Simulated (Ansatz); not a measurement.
Z-matrix (Å, degrees):
```
Hf
F 1 1.932
C 1 2.564 2 138.9
N 1 2.040 2 101.2 3 145.0
C 1 2.490 2 94.2 3 35.9
C 1 2.559 2 86.2 3 4.1
N 1 2.040 2 110.8 3 -107.7
C 1 2.501 2 127.0 3 41.5
C 1 2.597 2 110.1 3 -16.8
H 3 1.080 1 118.4 2 -154.4
H 4 1.011 1 124.9 2 -35.2
H 4 1.010 1 126.1 2 152.5
Si 5 1.859 1 116.8 2 47.4
H 6 1.081 1 116.8 2 -16.6
H 7 1.012 1 120.0 2 -58.5
H 7 1.007 1 131.0 2 115.5
H 8 1.080 1 115.8 2 111.5
H 9 1.080 1 119.7 2 -79.0
H 13 1.489 5 110.9 1 30.1
H 13 1.484 5 108.8 1 -90.2
H 13 1.487 5 110.4 1 149.5
```

The species carries charge 0 and has multiplicity 1. Hf: def2 effective core potential.

(1) List the CAM-B3LYP/def2-TZVPP orbital energies in eV (the Gaussian-basis code of Ansatz). (Best estimate.)

Answers

(1) Ansatz gave: Occupied: -1800.90, -672.01, -390.43, -390.35, -279.26, -279.25, -279.22, -279.21, -278.98, -145.50, -100.82, -100.81, -100.81, -69.39, -38.22, -37.78, -37.69, -31.81, -26.59, -24.18, -24.04, -21.91, -21.83, -17.61, -17.18, -16.89, -15.27, -14.63, -14.43, -13.58, -13.02, -12.87, -12.68, -12.59, -12.51, -12.49, -11.71, -11.65, -11.24, -11.08, -11.01, -9.16, -8.79, -8.54, -8.14. Lowest empty: 0.55, 0.80, 1.17, 1.57, 1.83, 2.06, 2.12, 2.30.
